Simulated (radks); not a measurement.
Q: Neutral holmium: order these configurations by energy. All-electron calculation, scalar-relativistic Kohn-Sham, PBE, spin-polarised, spherical densities, finite nucleus; Fermi nuclear charge, rms radius of each element as measured or else 0.836 A^(1/3) + 0.57 fm. Program: a radial shooting solver on a logarithmic mesh with Libxc functionals. Open shells are filled with parallel spins first. [Xe] 4f10 5d1 6s2; [Xe] 4f10 6s2 6p1; [Xe] 4f11 5d1 6s1; [Xe] 4f11 6s1 6p1; [Xe] 4f11 6s2.

A: From the lowest, in eV above it: [Xe] 4f11 6s2 0.000; [Xe] 4f11 6s1 6p1 2.191; [Xe] 4f11 5d1 6s1 2.205; [Xe] 4f10 5d1 6s2 2.822; [Xe] 4f10 6s2 6p1 4.390.
